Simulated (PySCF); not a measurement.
Be: excitation energy

Be [He] 2s2 (1S) → Be [He] 2p2 (3P), as a difference of total energies. Calculation: PySCF 2.14, in x2c-QZVPPall (7s4p2d1f, 36 functions); scalar relativity by spin-free X2C-1e. Correlated levels: valence: 1s2 frozen. The calculations carry no spin-orbit coupling.

```
           method  excitation energy (eV)
              UHF                   6.444
    MP2 (valence)                   7.057
SCS-MP2 (valence)                   7.320
   CCSD (valence)                   7.446
```

**Question.** How much does correlation contribute at MP2 (valence)?

**Answer.** 7.057 − (6.444) = 0.613 eV, measured against UHF.

Errors of the correlated levels include the incompleteness of this basis and the frozen core.

The basis was made for the ground configuration and has no added diffuse functions, so the excitation energy can come out too high.

With two correlated electrons CCSD is exact in that space.

For comparison: 7.401 eV (measured; NIST levels, between the centres of gravity of the two terms).
